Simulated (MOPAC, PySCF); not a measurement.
Bond stretch in BeO, singlet.

- PM7, restricted, heats of formation (MOPAC)
- UMP2/6-31G* = PySCF with unrestricted MP2 (frozen core)/6-31G*, spherical d
- RKS-B3LYP/6-31G* = PySCF with restricted B3LYP/6-31G*, spherical d
- UKS-PBE0 = unrestricted PBE0/cc-pVDZ run with PySCF

Energies relative to the lowest point of each curve near equilibrium, in kcal/mol; the last columns give the difference from UKS-PBE0:

```
R / Å    PM7  UMP2/6-31G*  RKS-B3LYP/6-31G*  UKS-PBE0  PM7 − UKS-PBE0  UMP2/6-31G* − UKS-PBE0  RKS-B3LYP/6-31G* − UKS-PBE0
-----  -----  -----------  ----------------  --------  --------------  ----------------------  ---------------------------
1.00   121.8        110.1             126.5     130.4            -8.5                   -20.3                         -3.9
1.06    70.9         54.8              73.6      76.8            -5.8                   -22.0                         -3.2
1.13    32.1         13.4              34.4      36.7            -4.6                   -23.3                         -2.3
1.18    15.0         49.6              17.3      18.9            -4.0                    30.7                         -1.7
1.24     3.5         27.8               5.4       6.3            -2.8                    21.5                         -1.0
1.29     0.0         15.6               0.9       1.3            -1.3                    14.3                         -0.4
1.32     0.0         10.3               0.0       0.1             0.0                    10.3                         -0.1
1.35     1.4          6.3               0.2       0.0             1.4                     6.3                          0.2
1.41     7.6          1.5               3.3       2.6             5.0                    -1.1                          0.7
1.46    15.3          0.0               7.9       6.8             8.5                    -6.8                          1.1
1.54    31.1          1.0              17.6      13.6            17.5                   -12.6                          4.0
1.63    51.6          5.6              30.7      18.6            32.9                   -13.0                         12.0
1.81    91.5         20.7              58.2      33.0            58.5                   -12.3                         25.2
2.01   120.8         40.6              85.8      52.1            68.7                   -11.4                         33.7
2.17   135.7         56.4             103.8      67.0            68.7                   -10.6                         36.8
2.41   152.1         90.8             124.0      85.9            66.2                     5.0                         38.2
2.65   163.9        103.1             137.7      98.4            65.5                     4.7                         39.3
2.95   173.9        107.9             148.8     107.1            66.9                     0.8                         41.7
3.26   180.1        109.2             156.0     111.6            68.5                    -2.4                         44.4
3.60   183.6        109.5             161.0     114.0            69.6                    -4.4                         47.0
3.96   185.2        109.6             164.3     115.2            70.1                    -5.6                         49.2
4.62   185.9        109.7             167.5     115.8            70.1                    -6.2                         51.7
5.26   186.0        109.8             168.8     116.2            69.8                    -6.4                         52.6
```

PM7 is furthest from UKS-PBE0 at 4.62 (70.1 kcal/mol, above); its mean absolute difference over the points is 36.3 kcal/mol.

UMP2/6-31G* is furthest from UKS-PBE0 at 1.18 (30.7 kcal/mol, above); its mean absolute difference over the points is 11.0 kcal/mol.

RKS-B3LYP/6-31G* is furthest from UKS-PBE0 at 5.26 (52.6 kcal/mol, above); its mean absolute difference over the points is 21.3 kcal/mol.

The restricted form behind PM7, RKS-B3LYP/6-31G* keeps the bonding electrons paired and can't separate into open-shell fragments. The unrestricted determinant behind UMP2/6-31G* is spin-contaminated at 1.18 to 5.26 Å (<S²> up to 1.3, against 0.00 for a pure singlet). The unrestricted determinant behind UKS-PBE0 is spin-contaminated at 1.54 to 5.26 Å (<S²> up to 1.1, against 0.00 for a pure singlet).
